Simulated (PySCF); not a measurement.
# Electronic structure of Sn (tin, neutral) at the UHF level

Configuration: [Kr] 4d10 5s1 5p2 5d1, one real determinant (an excited configuration). Computed with PySCF 2.14 in aug-cc-pVTZ-PP with ECP28MDF (6s5p4d2f, 55 functions), with a scalar-relativistic core potential.

| Item | Value |
| --- | --- |
| Total energy | -212.985896 hartree |
| One-electron energy | -372.5192 hartree |
| Hartree (Coulomb) energy | 176.6377 hartree |
| Exchange energy | -17.1044 hartree |
| ⟨S²⟩ | 6.0031 |
| ⟨L²⟩ | 7.988 |
| Sum of ⟨r⟩ | 31.87 bohr |
| Sum of ⟨r²⟩ | 82.57 bohr² |
| Traceless quadrupole moment −½Σ⟨3z² − r²⟩ along its main axis | -3.41 e·bohr² |

```
shell  electrons  mean orbital energy (hartree)  spread (hartree)  rms radius, mean of both spins (bohr)
 4s α          1                       -6.02440                 0                                  0.879
 4s β          1                       -6.00080                 0                                  0.879
 4p α          3                       -4.20983           0.00567                                  0.952
 4p β          3                       -4.19495           0.01742                                  0.952
 4d α          5                       -1.47338           0.01617                                   1.17
 4d β          5                       -1.45554           0.02056                                   1.17
 5s α          1                       -0.72973                 0                                   2.53
 5p α          2                       -0.39238                 0                                   3.10
 5d α          1                       -0.05401                 0                                   6.02
```

⟨L²⟩ = 7.99 against 12 for a pure F term, so this real determinant mixes terms. Energies and moments cover only the electrons outside the core potential. The outer electron is Rydberg-like, and this basis confines it to a smaller radius and binds it less than a complete one would.
